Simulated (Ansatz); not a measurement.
Reactions of BGeH6P (`[BH2][GeH2][PH2]`).

Computed with Ansatz on PBE0-D4/def2-TZVP structures; ΔE is electronic, products minus reactants. CBS: MP2 limit from def2 TZ/QZ plus the TZ coupled-cluster correction, frozen cores. This one scheme is used for every species. For Ge outer-core shells are correlated without core-valence functions, which leaves a few kJ/mol of doubt a bond. Scalar relativity is left out up to krypton. Each species was taken in one conformer, which may not be the lowest.

Order these by ΔE at CCSD(T)/CBS, lowest first. (Estimate.)
A. `[BH2][GeH2][PH2]` + `O[SiH2]F` → `[BH2][GeH2][O][SiH2]F` + PH₃
B. `[BH2][GeH2][PH2]` + `[CH3][AlH][O][SiH2]C` → `C[SiH2][GeH2][PH2]` + `B[O][AlH][CH3]`
C. `[BH2][GeH2][PH2]` + `F[SiH3]` → `[BH2][GeH2][F]` + `[SiH3]P`
D. `[BH2][GeH2][PH2]` + HCl → `[BH2][GeH2][Cl]` + PH₃

B (-55.6 kJ/mol), D (-45.1 kJ/mol), A (-8.5 kJ/mol), C (+83.0 kJ/mol).

Largest T1 diagnostic: 0.013, for `[SiH3]P`.
